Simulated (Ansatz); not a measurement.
Geometry optimisation, RKS r2SCAN-D4/def2-SVP in Ansatz 0.2.0.

input.yaml

```yaml
crystal:
  periodic: [false, false, false]
  atoms:
    - { symbol: Ga, position_ang: [-0.071896, 0.67336, -0.30349] }
    - { symbol: H, position_ang: [0.103667, -0.430475, 2.233051] }
    - { symbol: C, position_ang: [1.71117, 0.087362, -0.853055] }
    - { symbol: H, position_ang: [1.790065, -1.009369, -0.892018] }
    - { symbol: H, position_ang: [1.890461, 0.462095, -1.875252] }
    - { symbol: H, position_ang: [2.503734, 0.487724, -0.203138] }
    - { symbol: H, position_ang: [-1.444189, 0.038894, -0.675837] }
    - { symbol: S, position_ang: [-0.265222, 2.567864, 0.905704] }
    - { symbol: H, position_ang: [1.072396, 2.740228, 1.031599] }
    - { symbol: H, position_ang: [0.000916, 0.275116, 2.125236] }
basis:
  gaussian: { orbitals: def2-SVP }
hamiltonian:
  xc: r2scan
  dispersion: d4
relax:
  f_tol: 0.03
  max_steps: 50
```

Launched with:

```bash
$ ansatz run input.yaml --threads 4 --pin off --max-ram 5120MiB --backend cpu --events-out ev --progress --plain --runs-dir out
```

Question: Where does it end, and by what steps?

Answer: The forces met the threshold. After 8 steps the energy has fallen by 0.131 eV; H2 moved furthest, 0.46 Å.

| step | energy less start (eV) | largest force component (eV/Å) | accepted |
| --- | --- | --- | --- |
| 0 | 0.0000 | 1.813 | yes |
| 1 | -0.1043 | 0.207 | yes |
| 2 | -0.1136 | 0.163 | yes |
| 3 | -0.1108 | 0.320 | no |
| 4 | -0.1219 | 0.122 | yes |
| 5 | -0.1269 | 0.054 | yes |
| 6 | -0.1276 | 0.405 | yes |
| 7 | -0.1305 | 0.073 | yes |
| 8 | -0.1309 | 0.004 | yes |

```xyz
10
Properties=species:S:1:pos:R:3
Ga -0.076 0.799 -0.253
H 0.135 -0.822 1.993
C 1.689 0.120 -0.760
H 1.735 -0.977 -0.673
H 1.888 0.376 -1.814
H 2.491 0.560 -0.148
H -1.456 0.125 -0.519
S -0.240 2.798 0.693
H 1.093 3.020 0.738
H 0.031 -0.108 2.235
```

Whether the end is a true minimum wasn't checked by a vibrational analysis.

The run took 15 s on 4 threads of Arm Neoverse V2 (shared host), peak memory 0.17 GiB.
